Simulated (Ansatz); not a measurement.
Diatomic CuNi, multiplicity 2 (the spin of the measured ground state). No spin–orbit coupling. Ni is treated without relativity. Cu is treated without relativity.

D_e counts from the fitted minimum to each atom's lowest state at the same level, without counterpoise.

Run with Ansatz (a program for electronic structure). 

PBE/def2-TZVPP gives 49.11 kcal/mol for the bond energy D_e.

### Question
How do the other levels lie against it? Give each less PBE: r2SCAN/def2-TZVPP, B3LYP/def2-TZVPP, wB97M-V/def2-TZVPP.

### Answer
r2SCAN/def2-TZVPP -2.56; B3LYP/def2-TZVPP -7.13; wB97M-V/def2-TZVPP -4.24 kcal/mol. 0 of 3 lie above PBE; the widest gap is to B3LYP/def2-TZVPP.
